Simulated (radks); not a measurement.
Results of a calculation; reference values are marked as such.
Ionisation ladder of iodine, from I44+ to I47+. Each ion is in the ground configuration listed by NIST, and IE = E(next ion) - E(this ion). Code: a radial shooting solver on a logarithmic mesh with Libxc functionals. Model: non-relativistic Kohn-Sham, TPSS, spin-polarised, spherical densities, point nucleus; open shells are filled with parallel spins first (spin-orbit coupling, left out, can overturn this in heavy ions); meta-GGA in the generalised Kohn-Sham scheme; relativity is left out, which matters for an element this heavy.

species  configuration  E (hartree)  IE, Delta-SCF (eV)  <r> HOMO (bohr)  IE, NIST (eV)    kind  error (eV)
I44+      [He] 2s2 2p5  -4900.21147              7529.1            0.102           7563  theory       -33.9
I45+      [He] 2s2 2p4  -4623.52095              7738.8            0.101           7811  theory       -72.2
I46+      [He] 2s2 2p3  -4339.12388              8032.3            0.100           8044  theory       -11.7
I47+      [He] 2s2 2p2  -4043.94221              8255.6           0.0994           8601  theory      -345.4

Reference values: NIST Atomic Spectra Database (exp. = measured, semi-emp. = semi-empirical, theory = theoretical value adopted there). The ionisation energy per charge of the ion left behind rises most, in proportion, at I46+ ([He] 2s2 2p3), from 168.24 to 170.90 eV. Relativity is left out here, which matters for elements this heavy. Open shells are spherical and high-spin; term and fine-structure splittings are not resolved.
